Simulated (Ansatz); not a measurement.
```yaml
crystal:
  periodic: [false, false, false]
  atoms:
    - {symbol: Se, position_ang: [-1.418725, 1.326576, -1.082996]}
    - {symbol: Si, position_ang: [0.307995, 0.255533, -0.088094]}
    - {symbol: B, position_ang: [0.083889, -0.889087, 1.444846]}
    - {symbol: S, position_ang: [0.265624, -1.913847, 0.017212]}
    - {symbol: H, position_ang: [-0.687763, 1.500607, -2.346088]}
    - {symbol: H, position_ang: [1.601400, 0.775430, -0.583048]}
    - {symbol: H, position_ang: [-0.091120, -1.123314, 2.592466]}
basis:
  gaussian: {orbitals: def2-SVP}
magnetization: {spin_polarized: true, initial_magnetization: 0}
hamiltonian: {xc: {name: B97}}
scf: {lower_state_search: off}
smearing: {width: 0.1}
output: {forces: true}
```

```sh
$ ansatz run in.yaml --threads 2 --pin off --events-out ev --progress --plain --max-ram 4352MiB
```

Output, abridged:

```
Error: YAML parse error: error: line 16 column 1: unknown field `smearing`, expected one of crystal, accuracy, basis, kpoints, hamiltonian, magnetization, projection, total_charge, correlation, batch, efield, external_charges, scf, relax, neb, saddle, md, ramp, phonons, dielectric, real_time, elastic, magnetic_configurations, gw, evaluate, workflow, output, checkpoint, execution
14 | hamiltonian: {xc: {name: B97}}
15 | scf: {lower_state_search: off}
16 | smearing: {width: 0.1}
17 | output: {forces: true}
```

Q: Something in this input is off. What?

A: The input holds a key that doesn't belong there. The input was rejected before any iteration.
